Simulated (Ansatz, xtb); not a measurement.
System: SiH5 (charge -1, singlet). 
Coordinates optimised at B3LYP-D3(BJ)/def2-TZVP (Ansatz, an electronic-structure program):
SMILES: [SiH5-]
```xyz
6

Si     0.0000     0.0000     0.0000
H     -0.0176    -0.0230     1.6156
H      0.0176     0.0230    -1.6156
H      1.5301     0.0063     0.0168
H     -0.7707     1.3219     0.0104
H     -0.7594    -1.3282    -0.0272
```
Charge -1, spin multiplicity 1.

Harmonic wavenumbers from GFN2-xTB (xtb, at its own minimum), cm⁻¹: 473, 473, 724, 924, 924, 1035, 1172, 1187, 1187, 1874, 1895, 1896.

Problem. Give the harmonic wavenumbers at B3LYP-D3(BJ)/def2-TZVP (Ansatz, finite differences of forces, unscaled).

Solution. 524, 524, 987, 1038, 1038, 1206, 1206, 1368, 1510, 1925, 1925, 1959 cm⁻¹. Zero-point energy 21.7 kcal/mol.

Problem. From these and the geometry, give the ideal-gas thermochemistry at 298.15 K and 1 atm (rigid rotor, harmonic oscillator).

Solution. Point group D3h, rotational symmetry number 6. Rotational constants 71.37, 57.4, 57.4 GHz. S(trans) 36.42, S(rot) 14.30, S(vib) 1.58, S(elec, spin only) 0.00, S 52.3 cal/(mol K). H(298) - H(0) 2.72 kcal/mol; G - E(el) 8.9 kcal/mol.
